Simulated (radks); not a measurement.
Species: Gd+. Configuration: [Xe] 4f7 5d2 (not the ground configuration). Method: Dirac Kohn-Sham, LDA (Slater exchange, Perdew-Zunger correlation), spin-unpolarised, spherical densities, finite nucleus; open shells fill j = l - 1/2 first; Fermi nuclear charge, rms radius 5.1569 fm; computed with a radial shooting solver on a logarithmic mesh with Libxc functionals. Some entries of the table are withheld. Estimate them.

orbital,occ.,eigenvalue (eV),<r> (bohr)
1s1/2,2,-49999.03,0.02192
2s1/2,2,-8255.940,(1)
2p1/2,2,-7843.481,0.07749
2p3/2,4,-7148.463,0.08432
3s1/2,2,-1832.695,0.2443
3p1/2,2,-1653.347,0.2338
3p3/2,4,-1510.852,0.2469
3d3/2,4,(2),0.2188
3d5/2,6,(3),0.2229
4s1/2,2,-371.8245,0.5532
4p1/2,2,-301.9957,0.5649
4p3/2,4,-270.1096,0.5947
4d3/2,4,-154.7718,(4)
4d5/2,6,-149.0076,(5)
5s1/2,2,-53.9557,1.336
5p1/2,2,-34.7441,1.503
5p3/2,4,-30.3945,1.603
4f5/2,6,-13.3729,(6)
4f7/2,1,-12.6193,(7)
6s1/2,0,-8.6440,3.726
5d3/2,2,-7.4034,2.658
5d5/2,0,-7.1257,2.733
6p1/2,0,-5.4968,4.635
6p3/2,0,-5.1166,4.888
6d3/2,0,-1.9290,8.718
6d5/2,0,-1.8956,8.860
5f5/2,0,-1.0262,12.84
5f7/2,0,-1.0258,12.85

Answer. 
(1) 2s1/2 <r> (bohr): 0.09282
(2) 3d3/2 eigenvalue (eV): -1199.668
(3) 3d5/2 eigenvalue (eV): -1168.591
(4) 4d3/2 <r> (bohr): 0.6304
(5) 4d5/2 <r> (bohr): 0.6409
(6) 4f5/2 <r> (bohr): 0.8643
(7) 4f7/2 <r> (bohr): 0.8778
